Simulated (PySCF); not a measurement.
Geometries of 6 isomers of C5H9NSi, from PBE0-D3(BJ)/def2-SVP geometry optimisation, gas phase in PySCF 2.14.0. One conformer each, no zero-point energy, no frequencies.

Question: Which is lowest in electronic energy at this level?
A.
```xyz
16
angstrom
N      1.920   -1.025    1.371
C      1.911   -0.264    0.357
C      0.808   -0.086   -0.654
C     -0.213   -1.196   -0.624
C     -1.447   -0.948   -0.162
C     -1.808    0.445    0.280
Si    -0.289    1.444   -0.266
H      1.039   -1.554    1.417
H      2.800    0.371    0.191
H      1.265    0.026   -1.653
H      0.081   -2.201   -0.946
H     -2.194   -1.748   -0.103
H     -1.987    0.491    1.368
H     -2.739    0.795   -0.198
H     -0.558    2.252   -1.494
H      0.291    2.334    0.783
```
B.
```xyz
16
angstrom
C      2.560   -1.866    0.773
C      1.524   -1.233    0.757
C      0.302   -0.473    0.695
C     -0.977   -1.149    0.114
C     -1.710    0.084   -0.468
Si    -0.013    0.897   -0.618
N      0.182    2.582   -0.345
H      3.475   -2.426    0.794
H      0.064   -0.046    1.687
H     -1.547   -1.735    0.852
H     -0.684   -1.839   -0.693
H     -2.320    0.581    0.305
H     -2.345   -0.091   -1.348
H      0.713    0.580   -1.882
H      0.986    3.081   -0.704
H     -0.228    3.052    0.453
```
C.
```xyz
16
angstrom
C     -3.208    1.433    0.230
C     -2.153    0.925   -0.084
C     -0.899    0.326   -0.451
C     -0.762   -1.166   -0.562
C     -0.100   -0.458    0.584
Si     1.759   -0.271    0.617
N      2.295    0.217   -0.963
H     -4.144    1.883    0.504
H     -0.313    0.901   -1.177
H     -0.129   -1.532   -1.376
H     -1.647   -1.771   -0.352
H     -0.603   -0.557    1.552
H      2.124    0.694    1.705
H      2.421   -1.583    0.895
H      3.111   -0.229   -1.364
H      2.257    1.194   -1.234
```
D.
```xyz
16
angstrom
C      2.810    0.053    0.645
C      1.822   -0.122   -0.035
C      0.618   -0.310   -0.862
C     -0.395   -1.256   -0.187
C     -1.162   -0.469    0.884
Si    -1.326    1.245    0.102
N     -0.103    0.931   -1.104
H      3.685    0.209    1.248
H      0.940   -0.759   -1.819
H     -1.091   -1.599   -0.969
H      0.114   -2.143    0.220
H     -2.114   -0.949    1.153
H     -0.562   -0.381    1.805
H     -1.020    2.367    1.048
H     -2.662    1.543   -0.504
H      0.417    1.642   -1.604
```
E.
```xyz
16
angstrom
N     -2.684    1.588    2.011
C     -2.274    1.048    1.073
C     -1.721    0.371   -0.094
C     -0.213    0.553   -0.215
C      0.494   -0.218   -1.360
C      1.900   -0.420   -0.739
Si     1.067   -0.241    0.955
H     -2.241    0.752   -0.990
H     -1.975   -0.699   -0.018
H      0.025    1.628   -0.299
H      0.003   -1.197   -1.498
H      0.477    0.290   -2.339
H      2.554    0.441   -0.948
H      2.432   -1.338   -1.025
H      0.580   -1.543    1.509
H      1.703    0.561    2.042
```
F.
```xyz
16
angstrom
C     -2.242    2.171    0.059
N     -1.588    1.208   -0.428
Si    -0.966   -0.138    0.525
C     -1.639   -1.720   -0.200
C      0.859   -0.109    0.424
C      2.077   -0.113    0.362
C      3.526   -0.112    0.287
H     -2.487    2.284    1.139
H     -2.618    2.983   -0.592
H     -1.371    0.010    1.965
H     -1.384   -1.778   -1.269
H     -1.208   -2.595    0.309
H     -2.734   -1.760   -0.100
H      3.914   -1.131    0.129
H      3.874    0.515   -0.548
H      3.970    0.280    1.215
```

Answer: A. That is `[C@H]1([SiH2]CC=C1)/C=N\[H]`, 2.6 kcal/mol below the next.

```json
{"SMILES": "[H]/N=C\\[C@H]1C=CC[SiH2]1", "atoms numbered as above": "[H]/[N:1]=[CH:2]\\[C@H:3]1[CH:4]=[CH:5][CH2:6][SiH2:7]1", "E (Eh)": "-539.47695", "relative (kcal/mol)": "0.0", "relative (kJ/mol)": "0.0", "dipole (D)": "2.73"}
{"SMILES": "N#CC[C@@H]1CC[SiH2]1", "atoms numbered as above": "[N:1]#[C:2][CH2:3][C@@H:4]1[CH2:5][CH2:6][SiH2:7]1", "E (Eh)": "-539.47278", "relative (kcal/mol)": "2.6", "relative (kJ/mol)": "10.9", "dipole (D)": "4.16"}
{"SMILES": "C#C[C@H]1CC[SiH2]N1", "atoms numbered as above": "[CH:1]#[C:2][C@H:3]1[CH2:4][CH2:5][SiH2:6][NH:7]1", "E (Eh)": "-539.45673", "relative (kcal/mol)": "12.7", "relative (kJ/mol)": "53.1", "dipole (D)": "0.47"}
{"SMILES": "C=N[Si@@H](C)C#CC", "atoms numbered as above": "[CH2:1]=[N:2][Si@@H:3]([CH3:4])[C:5]#[C:6][CH3:7]", "E (Eh)": "-539.45505", "relative (kcal/mol)": "13.7", "relative (kJ/mol)": "57.5", "dipole (D)": "1.03"}
{"SMILES": "C#C[C@@H]1CC[Si@H]1N", "atoms numbered as above": "[CH:1]#[C:2][C@@H:3]1[CH2:4][CH2:5][Si@H:6]1[NH2:7]", "E (Eh)": "-539.45482", "relative (kcal/mol)": "13.9", "relative (kJ/mol)": "58.1", "dipole (D)": "2.09"}
{"SMILES": "C#C[C@@H]1C[C@H]1[SiH2]N", "atoms numbered as above": "[CH:1]#[C:2][C@@H:3]1[CH2:4][C@H:5]1[SiH2:6][NH2:7]", "E (Eh)": "-539.43466", "relative (kcal/mol)": "26.5", "relative (kJ/mol)": "111.0", "dipole (D)": "1.54"}
```

As drawn, the lowest has a C=N bond and a C=C bond outside aromatic rings, which the highest lacks; the highest has a three-membered ring and a C≡C bond, which the lowest lacks.
